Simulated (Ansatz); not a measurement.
Relaxing a trial structure of ClH4Si2Sn

The starting geometry of this gas-phase doublet is a saddle point at B3LYP-D3(BJ)/def2-SVP, pushed by 0.25 Å along its imaginary mode.

```xyz
8

Cl    1.4363   -4.5911   -2.1661
Si   -2.1907   -0.1651   -0.5514
Si   -0.7914   -2.0158   -0.9548
Sn    0.3993   -2.6603   -3.2021
H    -2.8840   -0.2776    0.7950
H    -3.2305   -0.0885   -1.6486
H    -1.3916    1.1184   -0.5827
H    -0.5248   -2.7750    0.3164
```

**Question.** Predict what becomes of its bonds when it is optimised with B3LYP-D3(BJ)/def2-SVP.

**Answer.** It keeps its bonds.

The energy falls by 0.04 eV over 20 steps:

| step | E − E(last) (eV) |
| --- | --- |
| 1 | 0.037 |
| 3 | 0.024 |
| 5 | 0.019 |
| 7 | 0.016 |
| 9 | 0.011 |
| 12 | 0.004 |
| 14 | 0.000 |
| 16 | 0.000 |
| 18 | 0.000 |
| 20 | 0.000 |

Final geometry (Å):

```xyz
8

Cl    1.4524   -4.5798   -2.1951
Si   -2.1922   -0.1740   -0.5529
Si   -0.6769   -1.9291   -0.9226
Sn   -0.1603   -3.0816   -3.2226
H    -3.2673   -0.5778    0.4035
H    -2.8259    0.1920   -1.8549
H    -1.5009    1.0318   -0.0035
H    -0.0062   -2.3364    0.3539
```

Frequencies at the end are all real (lowest 42 cm⁻¹). Open shells are spin-unrestricted. Atoms past krypton carry core potentials, without spin–orbit terms. Run with Ansatz 0.2.0, 110 s on 2 threads of Arm Neoverse V2, with other jobs on the host.
